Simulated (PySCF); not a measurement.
OSr, SMILES [O]=[Sr]. Atoms are numbered in the order given.

```xyz
2

Sr     0.0000     0.0000    -0.3371
O      0.0000     0.0000     1.6012
```
Charge 0, spin multiplicity 1.

Geometry: B3LYP-D3(BJ)/def2-TZVPD. The def2 effective core potentials stand for the cores of Sr; spin–orbit coupling is left out.

These are ωB97X/def2-TZVPD run with PySCF values and carry that method's errors.

Mulliken values depend strongly on the basis, most of all with diffuse functions as here. ESP charges are fitted to the potential on shells at 1.4 to 2.0 van der Waals radii. Atomic charges (e):

```json
[
 {"atom": "Sr1", "Mulliken": "1.28", "ESP fit": "?"},
 {"atom": "O2", "Mulliken": "-1.28", "ESP fit": "?"}
]
```

What belongs in the gaps? (An estimate is asked for; the answer gives what the named calculation found.)


- Sr1, ESP fit: 1.09
- O2, ESP fit: -1.09
